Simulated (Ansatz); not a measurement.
Cost and result for the atomization energy of C$_{3}$H$_{5}$AlF$_{2}$ (`C[CH]1[AlH][C]1(F)F`) (11 atoms, 11 bonds).

Z-matrix (Å, degrees):
```
C
C 1 1.508
H 1 1.094 2 112.0
H 1 1.091 2 110.8 3 -120.1
H 1 1.092 2 110.7 3 120.4
Al 2 1.927 1 143.2 3 160.0
C 2 1.538 1 121.5 3 66.9
H 2 1.106 1 112.3 3 -56.8
H 6 1.578 2 154.6 1 69.6
F 7 1.376 2 110.3 1 33.4
F 7 1.357 2 116.1 1 -87.6
```

Total charge 0; spin multiplicity 1. All single points use the PBE0-D4/def2-TZVP geometry. Program: Ansatz. All runs use 4 threads of an Arm Neoverse V1 on a shared host. Times are those of one run each, without the atoms' runs, and a repeat can differ threefold. Electronic energies, without spin–orbit coupling; frozen cores. CCSD(T)/CBS adds CCSD(T) − MP2 in def2-TZVPP to the MP2 limit, and its time is that of the two runs behind it. T1 = 0.013. B3LYP takes the VWN-RPA correlation (the form of Gaussian; ORCA's B3LYP/G).

CCSD(T)/CBS is a level of theory with its own doubt, some kJ/mol a heavy atom from the limit and from the frozen cores, so smaller differences don't rank the functionals.

| level | functions | wall time |
| --- | --- | --- |
| PBE-D4/def2-TZVPP (with forces) | 267 | 3.1 s |
| PBE0-D4/def2-TZVPP | 267 | 3.6 s |
| r2SCAN-D4/def2-TZVPP (with forces) | 267 | 6 s |
| B3LYP-D4/def2-TZVPP (with forces) | 267 | 6 s |
| B2PLYP/def2-TZVPP | 267 | 7 s |
| ωB97X-V/def2-TZVPP | 267 | 9.5 s |
| ωB97M-V/def2-TZVPP (with forces) | 267 | 14 s |
| MP2/def2-QZVPP | 505 | 27 s |
| CCSD(T)/def2-TZVPP | 267 | 4.4 min |
| CCSD(T)/CBS(def2) | – | 4.9 min |

Question: What atomization energy does each give, and how far from CCSD(T)/CBS? (Estimate.)

Answer: Ansatz gave: 
```csv
level,atomization (kJ/mol),difference from CCSD(T)/CBS,per bond
PBE-D4/def2-TZVPP (with forces),4152.6,137.2,12.5
PBE0-D4/def2-TZVPP,4048.5,33.1,3.0
r2SCAN-D4/def2-TZVPP (with forces),4051.9,36.5,3.3
B3LYP-D4/def2-TZVPP (with forces),4006.3,-9.1,-0.8
B2PLYP/def2-TZVPP,3969.3,-46.1,-4.2
ωB97X-V/def2-TZVPP,4035.5,20.1,1.8
ωB97M-V/def2-TZVPP (with forces),4036.2,20.8,1.9
MP2/def2-QZVPP,4075.0,59.6,5.4
CCSD(T)/def2-TZVPP,3905.8,-109.6,-10.0
CCSD(T)/CBS(def2),4015.4,0.0,0.0
```

From PBE to PBE0 (25 % exact exchange), in def2-TZVPP and without D4, the atomization energy moves by −100.7 kJ/mol: exact exchange takes away binding that semilocal exchange gives to molecules. The D4 term adds +34.2 kJ/mol with B3LYP and +17.8 kJ/mol with PBE0; it sums over pairs of atoms, weighted by their polarisabilities, and B3LYP, whose exchange is more repulsive, gets the larger term. In def2-TZVPP, CCSD(T) changes the Hartree–Fock value by +1063.0 kJ/mol (the triples alone add +73.1 kJ/mol) and MP2 by +1167.5 kJ/mol; breaking electron pairs costs correlation energy, which Hartree–Fock lacks.
